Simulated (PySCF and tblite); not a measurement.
Results of a calculation; reference values are marked as such.
2 diastereomers of C₂H₁₂ClFS₅Si₅, numbered alike:

```json
{"isomer": "A", "SMILES": "[CH3:1][Si:2]1([CH3:3])[S:4][SiH2:5][S:6][Si@H:7]([Cl:8])[S:9][SiH2:10][S:11][Si@H:12]([F:13])[S:14]1", "descriptors (one enantiomer)": "7S, 12S"}
{"isomer": "B", "SMILES": "[CH3:1][Si:2]1([CH3:3])[S:4][SiH2:5][S:6][Si@@H:7]([Cl:8])[S:9][SiH2:10][S:11][Si@H:12]([F:13])[S:14]1", "descriptors (one enantiomer)": "7R, 12S"}
```

Protocol: conformer search, at most 3 conformers an isomer, GFN2-xTB geometries, energies PBE0/6-31G* (D3(BJ) added where defined), weights at 298.15 K with GFN2-xTB thermal terms. Programs: PySCF with density fitting and tblite.

Equilibrium rotational constants and dipole components of each isomer's leading conformer, in random order:

| set | A (MHz) | B (MHz) | C (MHz) | abs μa | abs μb | abs μc (D) |
| --- | --- | --- | --- | --- | --- | --- |
| P | 304 | 194 | 139 | 3.61 | 1.28 | 1.26 |
| Q | 326 | 185 | 136 | 2.48 | 0.62 | 0.09 |

(1) Match sets and isomers.

The whole study took 37 min on 1 thread of Arm Neoverse V2, on a host shared with other jobs (rough), peak memory 2.1 GiB, launched as `OMP_NUM_THREADS=1 python ens_run.py task.json out`.

## Answers

(1) P is A (C1), Q is B (C1).
